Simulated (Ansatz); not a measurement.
The pair A = C2H5Ga (SMILES C=[CH][GaH2]) (first 8 atoms), B = H2O (SMILES O); geometry from B3LYP-D3(BJ)/def2-TZVP.
(charge 0, multiplicity 1):
| atom | x (Å) | y (Å) | z (Å) |
|---|---|---|---|
| C | -2.0977 | 0.7257 | 0.8404 |
| C | -0.8006 | 0.9683 | 0.6376 |
| Ga | 0.5859 | -0.4482 | 0.7871 |
| H | -2.4674 | -0.2756 | 1.0477 |
| H | -2.8590 | 1.5010 | 0.7912 |
| H | -0.5226 | 1.9977 | 0.4158 |
| H | 0.0433 | -1.9338 | 0.8070 |
| H | 2.0895 | -0.1358 | 0.4633 |
| O | 0.5946 | -0.2244 | 3.0211 |
| H | -0.2289 | 0.2692 | 3.1475 |
| H | 0.4816 | -1.0755 | 3.4624 |

Correlated levels freeze the cores. Filled d and f shells under p-block atoms count as core. MP2 and its Hartree–Fock in aug-cc-pVTZ are density fitted.

Run with Ansatz (Gaussian orbitals). Values without a source in brackets are computed.

The counterpoise-corrected interaction energy is E(AB) − E(A in the pair's basis) − E(B in the pair's basis). Total energies (hartree):

| level | AB | A in the pair's basis | B in the pair's basis |
|---|---|---|---|
| HF/aug-cc-pVDZ | -2077.8809259 | -2001.8233742 | -76.0411356 |
| MP2/aug-cc-pVDZ | -2078.4544692 | -2002.1718936 | -76.2620906 |
| HF/aug-cc-pVTZ | -2077.9910565 | -2001.9141568 | -76.0599032 |
| MP2/aug-cc-pVTZ | -2078.6792728 | -2002.3274426 | -76.3293294 |
| CCSD(T)/aug-cc-pVDZ | -2078.5217106 | -2002.2265970 | -76.2752077 |

**Question.** Work out the counterpoise-corrected interaction energy at the basis-set limit: extrapolate the MP2 correlation part as X⁻³, take Hartree–Fock from the larger set, and add the CCSD(T) − MP2 difference of aug-cc-pVDZ.

**Answer.** 
1. Differences (1 hartree = 627.509 kcal/mol): HF/aug-cc-pVDZ -10.301; MP2/aug-cc-pVDZ -12.855; HF/aug-cc-pVTZ -10.665; MP2/aug-cc-pVTZ -14.119; CCSD(T)/aug-cc-pVDZ -12.491.
2. Correlation parts, MP2 less HF: -2.553 in aug-cc-pVDZ (X = 2), -3.454 in aug-cc-pVTZ (X = 3).
3. Limit (3³·(-3.454) − 2³·(-2.553))/(3³ − 2³) = -3.833; with HF/aug-cc-pVTZ it gives -14.499.
4. CCSD(T) less MP2 in aug-cc-pVDZ: 0.363.
Result: -14.14 kcal/mol, against -12.85 at MP2/aug-cc-pVDZ. It is an estimate of this method's limit, not of the exact value.

Ansatz is a program for electronic structure.
